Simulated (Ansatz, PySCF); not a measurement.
This PySCF input computes a r2SCAN/def2-TZVPD energy:

```python
from pyscf import gto, scf, dft

mol = gto.M(
    atom='''
    Si    0.07293248   -0.43127498   -0.00285447
    O    -0.18041998    1.06688573    0.00706138
    H    -0.99857848   -1.45308028   -0.02551919
    H     1.42088358   -1.04415589    0.00899078
    ''',
    basis='def2-tzvpd',
    charge=0,
    spin=0,
    verbose=4,
)

mf = dft.RKS(mol, xc='r2scan').density_fit(auxbasis='def2-universal-jkfit')
mf.grids.level = 4
mf.conv_tol = 1e-9
mf.max_cycle = 100
mf.max_memory = 1500
mf.kernel()
if not mf.converged:
    mf = mf.newton()
    mf.kernel(mf.make_rdm1())
mf.analyze()
```

Question: Write an input for the same energy in Ansatz (a quantum-chemistry and plane-wave program) and say what it gives.

Answer: 
Ansatz 0.2 input:
```yaml
crystal:
  periodic: [false, false, false]
  atoms:
    - {symbol: Si, position_ang: [0.07293248, -0.43127498, -0.00285447]}
    - {symbol: O, position_ang: [-0.18041998, 1.06688573, 0.00706138]}
    - {symbol: H, position_ang: [-0.99857848, -1.45308028, -0.02551919]}
    - {symbol: H, position_ang: [1.42088358, -1.04415589, 0.00899078]}
basis:
  gaussian:
    orbitals: def2-TZVPD
hamiltonian:
  xc: {name: r2SCAN}
output: {forces: true}
```
It gives -365.88178 Eh, and PySCF -365.88185 Eh, a difference of 0.07 mEh, from the treatment of integrals and grids.
